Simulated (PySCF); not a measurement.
B(Cl)(Me)(NCO) (C₂H₃BClNO), SMILES CB(Cl)N=C=O.

Coordinates come from a PBE0-D3(BJ)/def2-SVP optimisation. This is a generated structure with no PubChem entry under its InChIKey; it may be hypothetical. Other conformers were not sampled.

Two levels are set side by side: PBE/def2-TZVP (PySCF) and CAM-B3LYP/def2-TZVP (PySCF). Same geometry, gas phase. Differences are taken from unrounded values.

```tsv
quantity	CAM-B3LYP	PBE	PBE minus CAM-B3LYP
orbital gap (eV)	9.72	4.91	-4.81
highest occupied level (eV)	-10.11	-7.35	2.76
lowest empty level (eV)	-0.40	-2.44	-2.04
dipole moment (D)	1.84	1.68	-0.16
mean polarisability (bohr³)	58.6	61.9	3.3
```

Without exact exchange PBE keeps part of each electron's self-repulsion, which lifts occupied levels and narrows the gap. Loosely held outer electrons make PBE densities more polarisable. Differences between two approximate levels are no errors against the true value.

Rough cost on one machine, each run with all the roots and properties that it gave: CAM-B3LYP against PBE within a factor of 2.
